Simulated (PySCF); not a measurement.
## Peak assignment

Molfile (atoms numbered from 1):
```
C10H10O
     RDKit          3D

 21 22  0  0  0  0  0  0  0  0999 V2000
   -1.2697   -0.6160   -1.6202 O   0  0  0  0  0  0  0  0  0  0  0  0
   -0.8383   -0.1351   -0.5895 C   0  0  0  0  0  0  0  0  0  0  0  0
    0.6304   -0.1628   -0.3021 C   0  0  0  0  0  0  0  0  0  0  0  0
    1.1928    0.2497    0.9123 C   0  0  0  0  0  0  0  0  0  0  0  0
    2.5704    0.1801    1.1100 C   0  0  0  0  0  0  0  0  0  0  0  0
    3.3984   -0.2972    0.0958 C   0  0  0  0  0  0  0  0  0  0  0  0
    2.8464   -0.7124   -1.1177 C   0  0  0  0  0  0  0  0  0  0  0  0
    1.4725   -0.6483   -1.3125 C   0  0  0  0  0  0  0  0  0  0  0  0
   -1.7715    0.4743    0.3985 C   0  0  0  0  0  0  0  0  0  0  0  0
   -3.0661   -0.2767    0.6432 C   0  0  0  0  0  0  0  0  0  0  0  0
   -3.0865    0.9788   -0.1437 C   0  0  0  0  0  0  0  0  0  0  0  0
    0.5605    0.6191    1.7208 H   0  0  0  0  0  0  0  0  0  0  0  0
    2.9992    0.5004    2.0623 H   0  0  0  0  0  0  0  0  0  0  0  0
    4.4788   -0.3477    0.2519 H   0  0  0  0  0  0  0  0  0  0  0  0
    3.4939   -1.0890   -1.9132 H   0  0  0  0  0  0  0  0  0  0  0  0
    1.0101   -0.9717   -2.2474 H   0  0  0  0  0  0  0  0  0  0  0  0
   -1.3445    1.0109    1.2456 H   0  0  0  0  0  0  0  0  0  0  0  0
   -3.1762   -1.2145    0.0925 H   0  0  0  0  0  0  0  0  0  0  0  0
   -3.4565   -0.2780    1.6638 H   0  0  0  0  0  0  0  0  0  0  0  0
   -3.4957    1.8841    0.3105 H   0  0  0  0  0  0  0  0  0  0  0  0
   -3.2076    0.8872   -1.2261 H   0  0  0  0  0  0  0  0  0  0  0  0
  1  2  2  0
  2  3  1  0
  3  4  2  0
  4  5  1  0
  5  6  2  0
  6  7  1  0
  7  8  2  0
  2  9  1  0
  9 10  1  0
 10 11  1  0
  8  3  1  0
 11  9  1  0
  4 12  1  0
  5 13  1  0
  6 14  1  0
  7 15  1  0
  8 16  1  0
  9 17  1  0
 10 18  1  0
 10 19  1  0
 11 20  1  0
 11 21  1  0
M  END
```

Computational details: PBE0-D3(BJ)/def2-SVP geometry, spin–spin couplings from B3LYP/pcJ-1 (without the spin–dipole term), shieldings: GIAO PBE0/pcSseg-1, in PySCF (no relativistic terms, one averaged value for each set of equivalent atoms, in vacuum, a single conformation).

Chemical shifts δ = σref − σ; 13C (σ = 184.41 ppm), 1H (σ = 31.27 ppm) against TMS, all at this level.

Q: Assign these signals to the numbered atoms. 13C{1H} NMR (computed): δ 201.9, 139.7, 138.9, 134.4, 133.7, 16.2, 14.6.

A: 
```tsv
δ (ppm)	atoms	environment	reason
201.9	C2	ketone carbonyl carbon	low-lying n→π* states of the double bond to the heteroatom give a large paramagnetic term (-262 ppm)
139.7	C3	substituted aromatic carbon	–
138.9	C6	aromatic CH	the aromatic region
134.4	C4/C8	aromatic CH	–
133.7	C5/C7	aromatic CH	–
16.2	C9	three-membered-ring carbon	carbons of three-membered rings are unusually shielded
14.6	C10/C11	three-membered-ring carbon	–
```

C3 and C6; C4/C8 and C5/C7; C9 and C10/C11 lie closer than the usual error of such a calculation, so a measured spectrum could show them in the other order.

Q: Assign these signals to the numbered atoms. 1H NMR (400 MHz, computed): δ 8.36 (m, 2H), 7.66 (m, 1H), 7.61 (m, 2H), 2.50 (tt, J = 8.8, 5.0 Hz, 1H), 1.29 (m, 2H), 0.93 (m, 2H).

A: 
```tsv
δ (ppm)	atoms	environment	reason
8.36	H12/H16	hydrogen on an aromatic CH	ring current plus the deshielding of an ortho carbonyl group
7.66	H14	hydrogen on an aromatic CH	–
7.61	H13/H15	hydrogen on an aromatic CH	–
2.50	H17	hydrogen on a three-membered-ring carbon	–
1.29	H18/H21	hydrogen on a three-membered-ring carbon	cyclopropane-type protons are shielded by the ring
0.93	H19/H20	hydrogen on a three-membered-ring carbon	–
```

H14 and H13/H15 lie closer than the usual error of such a calculation, so a measured spectrum could show them in the other order.

Splittings below 1 Hz are ignored in the labels, and close J values are merged. Couplings among chemically equivalent protons are left out too, so labels in AA′BB′ or AA′XX′ sets are apparent multiplicities. Unscaled 3J(H,H) at this level run about 10 % above measured values. Shifts are as computed. Against solution values, carbons near 30 ppm lie about +2 ppm off and those near 130 ppm about +5 ppm (rms about the fit 1.9 ppm; single classes can miss by 10 ppm). Of 1328 compounds with measured shifts, 309 miss one by over three times the rms of a fit or turn the order of signals round; such compounds aren't used in these exercises. Signals without a measured value on file couldn't be tested in this way; 1H shifts scatter by 0.2 ppm about their fit, and single ones miss by 0.5 ppm.
